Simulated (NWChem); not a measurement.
System meant: C₂HF₂O₂, doublet; SMILES O=C(O)[C](F)F

The following NWChem deck was run.

```
start job
memory heap 200 mb stack 900 mb global 1100 mb
geometry units angstroms noautoz
  O      1.180793    -1.358247     0.023642
  C      0.123084    -0.772036     0.049896
  O     -1.081874    -1.358837     0.110083
  C      0.017934     0.666051     0.049991
  F      1.067699     1.416275    -0.082766
  F     -1.110444     1.310200    -0.016704
  H     -0.917256    -2.313295     0.130119
end
basis spherical
  * library def2-svp
end
dft
  odft
  mult 3
  xc b3lyp
  iterations 150
  mulliken
end
task dft energy
```

End of the output:

```
 Summary of "ao basis" -> "" (spherical)
 ------------------------------------------------------------------------------
       Tag                 Description            Shells   Functions and Types
 ---------------- ------------------------------  ------  ---------------------
 *                          def2-svp                  on all atoms

                                 NWChem DFT Module
                                 -----------------

 Summary of "ao basis" -> "ao basis" (spherical)
 ------------------------------------------------------------------------------
       Tag                 Description            Shells   Functions and Types
 ---------------- ------------------------------  ------  ---------------------
 O                          def2-svp                 6       14   3s2p1d
 C                          def2-svp                 6       14   3s2p1d
 F                          def2-svp                 6       14   3s2p1d
 H                          def2-svp                 3        5   2s1p

 Summary of "ao basis" -> "ao basis" (spherical)
 ------------------------------------------------------------------------------
       Tag                 Description            Shells   Functions and Types
 ---------------- ------------------------------  ------  ---------------------
 O                          def2-svp                 6       14   3s2p1d
 C                          def2-svp                 6       14   3s2p1d
 F                          def2-svp                 6       14   3s2p1d
 H                          def2-svp                 3        5   2s1p

  number of electrons :                   47
  multiplicity        :                    3
 ------------------------------------------------------------------------
  no. of electrons and multiplicity not compatible                  47
 ------------------------------------------------------------------------
 ------------------------------------------------------------------------
  current input line :
    22: task dft energy
 ------------------------------------------------------------------------
 ------------------------------------------------------------------------
 There is an error in the input file
 ------------------------------------------------------------------------
 For more information see the NWChem manual at https://nwchemgit.github.io

0: no. of electrons and multiplicity not compatible:Received an Error in Communication
```

Problem. What is wrong, and how is it mended?

Solution. The program refused the input. Cause: the multiplicity doesn't fit the number of electrons (an even count wants an odd multiplicity, and the reverse). This input runs:
```
start job
memory heap 200 mb stack 900 mb global 1100 mb
geometry units angstroms noautoz
  O      1.180793    -1.358247     0.023642
  C      0.123084    -0.772036     0.049896
  O     -1.081874    -1.358837     0.110083
  C      0.017934     0.666051     0.049991
  F      1.067699     1.416275    -0.082766
  F     -1.110444     1.310200    -0.016704
  H     -0.917256    -2.313295     0.130119
end
basis spherical
  O library def2-svp
  C library def2-svp
  F library def2-svp
  H library def2-svp
end
dft
  odft
  mult 2
  xc b3lyp
  iterations 150
  mulliken
end
task dft energy
```
It converges to -426.56815 Ha (B3LYP/def2-SVP, spin-unrestricted).
